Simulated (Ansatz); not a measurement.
`BC1=CC1` + `N=C(F)S` → `B/N=C(/F)S` + `C1=CC1`  (ligand exchange at a B–C bond)

Gas-phase electronic energies from Ansatz, PBE0-D4/def2-TZVP geometries. CCSD(T)/CBS adds triple-zeta CCSD(T) − MP2 to the extrapolated MP2 energy (def2 sets, frozen cores). This one scheme is used for every species. Functionals use def2-TZVPP. Each species was taken in one conformer, which may not be the lowest.

| species | BHLYP-D4 energy (Eh) |
| --- | --- |
| `BC1=CC1` | -142.03156 |
| `N=C(F)S` | -592.08047 |
| `B/N=C(/F)S` | -617.54989 |
| `C1=CC1` | -116.58949 |

Question: Work out ΔE.

Answer: ΔE = (-617.54989) + (-116.58949) − (-142.03156) − (-592.08047) = -0.02735 Eh = -71.8 kJ/mol. CCSD(T)/CBS gives -50.1 kJ/mol.

Largest T1 diagnostic among the species: 0.015.

Leaving LDA and LC-ωPBE aside and taking each functional with its dispersion term where it has one, the values, not all of them listed here, spread over 23.8 kJ/mol, from BHLYP-D4 to revPBE-D4. At CCSD(T), def2-SVP lies −23.6 kJ/mol from the extrapolated value and def2-TZVPP +0.2 kJ/mol.
